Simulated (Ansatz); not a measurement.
# Molecular dynamics of N

Input:

```yaml
crystal:
  lattice:
    - [7.260903, 0.0, 0.0]
    - [0.0, 7.260903, 0.0]
    - [0.0, 0.0, 7.260903]
  atoms:
    - { symbol: "N", position: [0.32434703, 0.73644215, 0.23043598] }
    - { symbol: "N", position: [0.46817938, 0.69260155, 0.22289954] }
    - { symbol: "N", position: [0.93880968, 0.48155389, 0.33181387] }
    - { symbol: "N", position: [1.01349492, 0.3978737, 0.43590555] }
    - { symbol: "N", position: [0.85324415, 0.16334697, 0.97986894] }
    - { symbol: "N", position: [0.98618165, 0.19072051, 0.91591128] }
    - { symbol: "N", position: [0.4109353, 0.34531177, 0.48362532] }
    - { symbol: "N", position: [0.45901525, 0.31951057, 0.63008558] }
    - { symbol: "N", position: [0.23741809, 0.67573523, 0.81202528] }
    - { symbol: "N", position: [0.19675899, 0.71749942, 0.66996863] }
    - { symbol: "N", position: [0.6578007, 0.88956064, 0.7057119] }
    - { symbol: "N", position: [0.73283429, 0.77747808, 0.76700595] }
basis:
  ecutwfc: 420.0
kpoints:
  mp_grid: { grid: [1, 1, 1] }
hamiltonian:
  xc: pbe
  dispersion: d3bj
scf:
  occupations: { method: fermi_dirac, width: 0.05 }
  lower_state_search: "off"
md:
  timestep: 1.5
  n_steps: 400
  ensemble: nvt_langevin
  temperature: 350.0
  initial_velocities: maxwell_boltzmann
  seed: 843179
  friction: 0.005
```

Run as:

```bash
$ ansatz run input.yaml --threads 1 --pin off --max-ram 3072MiB --backend cpu --events-out ev --progress --plain --runs-dir out
```

It goes on from the last frame of an earlier run, with new velocities.

Output, in part (step lines):

```
md step     0: t =     0.00 fs  T =   320.8 K  F+E_penalty+E_count = -4608.40575078 eV  E_kin = 0.497651 eV  (9 SCF iters)
md step     1: t =     1.50 fs  T =   335.2 K  F+E_penalty+E_count = -4608.41400113 eV  E_kin = 0.519941 eV  (9 SCF iters)
md step     2: t =     3.00 fs  T =   367.2 K  F+E_penalty+E_count = -4608.45799447 eV  E_kin = 0.569551 eV  (9 SCF iters)
md step     3: t =     4.50 fs  T =   376.4 K  F+E_penalty+E_count = -4608.46190368 eV  E_kin = 0.583854 eV  (9 SCF iters)
md step     4: t =     6.00 fs  T =   341.3 K  F+E_penalty+E_count = -4608.41702286 eV  E_kin = 0.529451 eV  (9 SCF iters)
md step     5: t =     7.50 fs  T =   337.0 K  F+E_penalty+E_count = -4608.39272639 eV  E_kin = 0.522656 eV  (8 SCF iters)
md step     6: t =     9.00 fs  T =   358.7 K  F+E_penalty+E_count = -4608.44715437 eV  E_kin = 0.556436 eV  (7 SCF iters)
md step     7: t =    10.50 fs  T =   384.7 K  F+E_penalty+E_count = -4608.50068145 eV  E_kin = 0.596764 eV  (7 SCF iters)
[... lines left out ...]
md step   399: t =   598.50 fs  T =   407.1 K  F+E_penalty+E_count = -4608.45877552 eV  E_kin = 0.631462 eV  (7 SCF iters)
md step   400: t =   600.00 fs  T =   365.3 K  F+E_penalty+E_count = -4608.39307084 eV  E_kin = 0.566573 eV  (9 SCF iters)
```

The steps, from the saved trajectory:

| time (fs) | T (K) | potential energy less start (eV) |
| --- | --- | --- |
| 0.0 | 321 | 0.000 |
| 19.5 | 316 | -0.034 |
| 39.0 | 374 | -0.078 |
| 58.5 | 331 | -0.093 |
| 78.0 | 250 | -0.029 |
| 97.5 | 309 | -0.002 |
| 117.0 | 379 | 0.026 |
| 136.5 | 362 | -0.001 |
| 156.0 | 299 | 0.014 |
| 175.5 | 298 | 0.067 |
| 195.0 | 350 | -0.035 |
| 214.5 | 369 | -0.062 |
| 234.0 | 346 | -0.007 |
| 253.5 | 296 | -0.011 |
| 273.0 | 339 | -0.065 |
| 292.5 | 298 | -0.061 |
| 312.0 | 303 | -0.018 |
| 331.5 | 299 | -0.074 |
| 351.0 | 258 | -0.041 |
| 370.5 | 197 | 0.036 |
| 390.0 | 216 | 0.017 |
| 409.5 | 248 | 0.016 |
| 429.0 | 286 | -0.007 |
| 448.5 | 320 | -0.048 |
| 468.0 | 335 | -0.045 |
| 487.5 | 349 | -0.023 |
| 507.0 | 330 | 0.006 |
| 526.5 | 359 | -0.001 |
| 546.0 | 372 | -0.008 |
| 565.5 | 356 | 0.049 |
| 585.0 | 443 | -0.004 |

The run went to its last step. The mean temperature of the second half is 11 % below the set value. A run of 0.6 ps of so small a system gives no equilibrium averages. Limits of this set-up: coarse k mesh.

Mean squared displacements from the first frame to the last, about the centre of mass: N 1.73 Å².

Last frame:

```xyz
12
Lattice="7.2609 0.0000 0.0000 0.0000 7.2609 0.0000 0.0000 0.0000 7.2609" Properties=species:S:1:pos:R:3
N 3.286 3.937 0.185
N 3.701 4.774 0.699
N 7.159 4.472 1.562
N 7.373 4.282 2.636
N 5.854 1.142 6.036
N 6.485 1.417 6.888
N 3.039 2.517 3.045
N 3.877 3.159 3.351
N 0.963 5.768 5.761
N 1.778 6.102 5.075
N 5.201 7.936 2.577
N 4.681 7.043 2.983
```

Run time: 18 min on 1 thread of Arm Neoverse N1, with other jobs on the host, peak memory 0.36 GiB.
